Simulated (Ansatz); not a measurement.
Cu5Se5⁻. Total charge -1; singlet. Geometry PBE-D4/def2-SVP.

```xyz
10

Cu   -0.116    0.705    0.963
Cu    0.853   -1.382   -0.181
Cu    0.501    0.749   -1.514
Cu    1.593    1.779    2.186
Cu    2.251    0.661    0.268
Se   -2.503   -0.476   -1.417
Se   -0.626   -1.571    1.612
Se   -2.871   -1.562    0.597
Se   -1.501    1.685   -0.774
Se    2.420   -0.587   -1.739
```

Another isomer (singlet) lies 2.78 eV lower at PBE0-D4/def2-SVP; other spin states weren't run for this one.

**Question.** Estimate the orbital energies around the gap (eV) in Ansatz with PBE-D4/def2-SVP, r2SCAN-D4/def2-SVP, PBE0-D4/def2-SVP.

**Answer.** 
| orbital | PBE-D4/def2-SVP | r2SCAN-D4/def2-SVP | PBE0-D4/def2-SVP |
| --- | --- | --- | --- |
| HOMO−9 | -1.66 | -1.84 | -3.36 |
| HOMO−8 | -1.57 | -1.73 | -3.28 |
| HOMO−7 | -1.53 | -1.69 | -3.26 |
| HOMO−6 | -1.51 | -1.66 | -3.04 |
| HOMO−5 | -1.30 | -1.47 | -2.85 |
| HOMO−4 | -1.23 | -1.41 | -2.76 |
| HOMO−3 | -1.21 | -1.38 | -2.54 |
| HOMO−2 | -1.17 | -1.32 | -2.53 |
| HOMO−1 | -1.15 | -1.29 | -2.40 |
| HOMO | -1.10 | -1.26 | -2.05 |
| LUMO | 0.49 | 0.47 | 1.11 |
| LUMO+1 | 0.90 | 0.91 | 1.57 |
| LUMO+2 | 1.18 | 1.25 | 1.87 |
| LUMO+3 | 1.51 | 1.61 | 2.22 |
| LUMO+4 | 1.73 | 1.84 | 2.44 |
| LUMO+5 | 2.31 | 2.57 | 3.05 |
